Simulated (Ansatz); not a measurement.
Two isomers of CH9NOSi2: A = `N[SiH2]OC[SiH3]`, B = `C[SiH2]N[SiH2]O`.

Gas-phase electronic energies from Ansatz, PBE0-D4/def2-TZVP geometries. CCSD(T)/CBS is the MP2 limit (def2-TZVPP, def2-QZVPP) plus CCSD(T) − MP2 in def2-TZVPP, frozen cores. Functionals use def2-TZVPP. B3LYP here is the variant with VWN-RPA as its local correlation; programs differ in this. One conformer a species, not always the lowest.

A:

```xyz
14

N    -1.4314    2.6052    0.0048
Si    0.0074    1.7116    0.1415
O    -0.2383    0.0852   -0.0186
C     0.8508   -0.8206    0.0596
Si    0.1973   -2.5748   -0.1842
H    -2.1039    2.6207    0.7536
H    -1.8733    2.7414   -0.8893
H     0.9389    2.1456   -0.9338
H     0.5928    1.9620    1.4857
H     1.6079   -0.5983   -0.7066
H     1.3592   -0.7469    1.0319
H    -0.7918   -2.9013    0.8750
H     1.3341   -3.5334   -0.1038
H    -0.4497   -2.6963   -1.5159
```

B:

Z-matrix (Å, degrees):
```
C
Si 1 1.865
H 1 1.093 2 110.6
H 1 1.092 2 110.9 3 120.3
H 1 1.093 2 111.0 3 -119.5
N 2 1.733 1 112.2 3 179.9
H 2 1.492 1 108.4 3 56.8
H 2 1.487 1 111.0 3 -62.3
Si 6 1.718 2 127.4 1 124.0
H 6 1.010 2 117.0 1 -58.4
O 9 1.646 6 114.5 2 70.0
H 9 1.488 6 105.7 2 -167.7
H 9 1.479 6 110.8 2 -46.1
H 11 0.958 9 117.5 6 57.2
```

**Question.** Which is lower in electronic energy at CCSD(T)/CBS, and by how much? (Estimate.)

**Answer.** Computed: B, by 176.3 kJ/mol.

**Question.** Give E(B) − E(A) in kJ/mol with ωB97M-V, B3LYP, PBE0-D4, B2PLYP, CCSD/def2-TZVPP, r2SCAN-D4, MP2/def2-TZVPP. (Estimate.)

**Answer.** Ansatz gave: ωB97M-V -171.7, B3LYP -163.8, PBE0-D4 -169.2, B2PLYP -170.6, CCSD/def2-TZVPP -172.7, r2SCAN-D4 -173.2, MP2/def2-TZVPP -182.2. None reverses the order clearly.

Largest T1 diagnostic: 0.011.

In def2-TZVPP, CCSD(T) changes the Hartree–Fock value by −4.3 kJ/mol (the triples alone add +0.1 kJ/mol) and MP2 by −13.9 kJ/mol. From PBE to PBE0 (25 % exact exchange), in def2-TZVPP and without D4, E(B) − E(A) moves by −6.2 kJ/mol.
